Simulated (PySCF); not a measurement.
Computed structure and properties of OsO2(OH)2

System: OsO2(OH)2 (singlet); start: template (C2). Method: PySCF 2.14.0, RKS PBE0, Os def2-SVP with ECP60, O def2-SVP, H def2-SVP; non-relativistic Hamiltonian with scalar-relativistic core potentials where named; density fitting; no spin-orbit coupling.

Input of the relaxation:

```python
mol = gto.M(atom='''
Os     0.00000    -0.00000     0.03335
O      0.84590     0.84590     0.87925
O     -0.84590    -0.84590     0.87925
O      1.00600    -1.00600    -0.97265
H      1.24960    -1.59960    -1.69435
O     -1.00600     1.00600    -0.97265
H     -1.24960     1.59960    -1.69435''',
    basis={'Os': 'def2-SVP', 'O': 'def2-SVP', 'H': 'def2-SVP'},
    ecp={'Os': 'def2-SVP'},
    charge=0, spin=0)
mf = dft.RKS(mol, xc='PBE0')
mf.grids.atom_grid = (50, 194)
mf = mf.density_fit()  # fitting sets: Os def2-universal-JKFIT, O def2-universal-JKFIT, H def2-universal-JKFIT
mf.conv_tol = 1e-08; mf.max_cycle = 55
mf.kernel(dm0)  # dm0: converged density of the start geometry
# quasi-Newton relaxation in Cartesian coordinates to a largest gradient under 0.00045 Eh/bohr, steps kept in the point group
```

Run from Python with OMP_NUM_THREADS=2; the lines above give its settings. Where DIIS fails, smearing, a level shift and second-order steps follow.
It took 56 s on 2 threads of Arm Neoverse V1, with other jobs on the host, from the converged density of the start.

Course of the relaxation:

| step | energy above end (eV) | largest force component within the symmetry (eV/Å) |
| --- | --- | --- |
| 0 | 8.2964 | 17.889 |
| 1 | 2.5108 | 5.471 |
| 2 | 1.4924 | 1.545 |
| 3 | 1.1796 | 2.693 |
| 4 | 0.9623 | 1.926 |
| 5 | 0.7417 | 0.950 |
| 6 | 0.5711 | 1.176 |
| 7 | 0.5074 | 1.177 |
| 11 | 0.0052 | 0.507 |
| 12 | 0.0008 | 0.150 |
| 13 | 0.0003 | 0.086 |
| 14 | 0.0001 | 0.011 |
| 15 | 0.0000 | 0.023 |
| 16 | 0.0000 | 0.018 |
(The steps between are left out.)

Relaxed geometry (nearly C2v):

```xyz
7

Os    0.0000    0.0000    0.3112
O     1.0603    1.0335    1.1169
O    -1.0603   -1.0335    1.1169
O     0.8896   -0.9177   -1.0733
H     0.6166   -0.6508   -1.9703
O    -0.8896    0.9177   -1.0733
H    -0.6166    0.6508   -1.9703
```

| contact | Å |
| --- | --- |
| Os1–O2 (O) | 1.686 |
| Os1–O3 (O) | 1.686 |
| Os1–O4 (OH) | 1.884 |
| Os1–O6 (OH) | 1.884 |

On the finer grid (75, 302):

```
HOMO                                                          : -7.84 eV
LUMO                                                          : -3.49 eV
Dipole about the centre of mass                               : 2.97 D
Set of Mulliken populations of Os1 outside the core potential : s 2.49, p 6.40, d 5.80, f 0.17
D3(BJ) dispersion energy (not in the energies)                : -0.125 eV
```

| atom | Mulliken (e) | Löwdin (e) | spin (e) |
| --- | --- | --- | --- |
| Os1 | 1.13 | 0.31 | 0.00 |
| O2 | -0.35 | -0.11 | 0.00 |
| O3 | -0.35 | -0.11 | 0.00 |
| O4 | -0.39 | -0.12 | 0.00 |
| H5 | 0.17 | 0.07 | 0.00 |
| O6 | -0.39 | -0.12 | 0.00 |
| H7 | 0.17 | 0.07 | 0.00 |

On the grid (50, 194), as all that follows. Harmonic modes: a minimum; lowest 192 cm⁻¹ (negative: unstable), highest 3706 cm⁻¹, zero-point energy 0.954 eV.

Rigid scan of O along the line from its metal:

(distance to O2 (Å), energy (eV)): (1.39, 4.619), (1.49, 1.675), (1.59, 0.345), (1.69, 0.000), (1.79, 0.241), (1.89, 0.815), (1.99, 1.560), (2.14, 2.791)

Taking off one OH (charge -1, singlet; the rest: singlet) in vacuum, both parts rigid, costs 13.87 eV; the small basis without counterpoise inflates it. Most of it is the attraction of opposite charges; other ways to part are cheaper, and one spin state was tried for the rest.

Rigid scan of OH along the line from its metal:

(distance to O4 (Å), energy (eV)): (1.58, 2.231), (1.68, 0.819), (1.78, 0.170), (1.88, 0.000), (1.98, 0.121), (2.08, 0.410), (2.28, 1.208), (2.58, 2.439), (2.98, 3.702), (3.48, 4.674)

One start shape was tried, so this needn't be the lowest isomer.
